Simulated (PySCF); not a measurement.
CH3IMg, SMILES [CH3][Mg][I].

The structure is a stationary point at B3LYP-D3(BJ)/def2-TZVP. The def2 effective core potentials stand for the cores of I; spin–orbit coupling is left out.

Computed with PBE/def2-TZVPD in PySCF.

Symmetry labels are those of the subgroup Cs that the program uses (full group C3v).

Computed valence orbital energies around the gap with their symmetry:
| orbital | symmetry | energy (eV) |
|---|---|---|
| HOMO−7 | A' | -16.62 |
| HOMO−6 | A' | -16.37 |
| HOMO−5 | A' | -9.38 |
| HOMO−4 | A" | -9.38 |
| HOMO−3 | A' | -7.70 |
| HOMO−2 | A' | -6.32 |
| HOMO−1 | A' | -6.31 |
| HOMO | A" | -6.31 |
| LUMO | A' | -1.88 |
| LUMO+1 | A" | -1.00 |
| LUMO+2 | A' | -1.00 |
| LUMO+3 | A' | -0.04 |
